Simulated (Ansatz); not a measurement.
`CNC[SeH]` and `CNCS[SiH3]` differ in one atom or group.

Ansatz, PBE0-D4/def2-TZVP geometries, multiplicity 1. Each molecule was computed in one conformer, which needn't be the lowest.

Scalar relativity is left out up to krypton.

```
                               property  `CNC[SeH]`
    LUMO energy (B3LYP/def2-TZVPP) / eV       -0.18
HOMO–LUMO gap (ωB97M-V/def2-TZVPP) / eV       10.58
     LUMO energy (PBE0/def2-TZVPP) / eV        0.10
  LUMO energy (ωB97M-V/def2-TZVPP) / eV        1.89
  HOMO–LUMO gap (B3LYP/def2-TZVPP) / eV        6.05
      HOMO energy (PBE/def2-TZVPP) / eV       -5.22
```

**Question.** Give the same properties after the change, and the shifts. (Best estimate.)

**Answer.** The calculation gave: 
```tsv
property	`CNCS[SiH3]`	shift
LUMO energy (B3LYP/def2-TZVPP) / eV	0.01	0.19
HOMO–LUMO gap (ωB97M-V/def2-TZVPP) / eV	10.84	0.26
LUMO energy (PBE0/def2-TZVPP) / eV	0.23	0.13
LUMO energy (ωB97M-V/def2-TZVPP) / eV	1.93	0.04
HOMO–LUMO gap (B3LYP/def2-TZVPP) / eV	6.48	0.43
HOMO energy (PBE/def2-TZVPP) / eV	-5.45	-0.23
```

With PBE0 the HOMO falls by 0.25 eV and the LUMO rises by 0.13 eV, so the gap widens by about 0.38 eV. PBE moves the HOMO by -0.23 eV and ωB97M-V by -0.22 eV.

B3LYP here is the variant with VWN-RPA as its local correlation; programs differ in this.

Spin–orbit coupling is left out; it splits and shifts lone-pair levels of the heavy atoms by tenths of an eV.
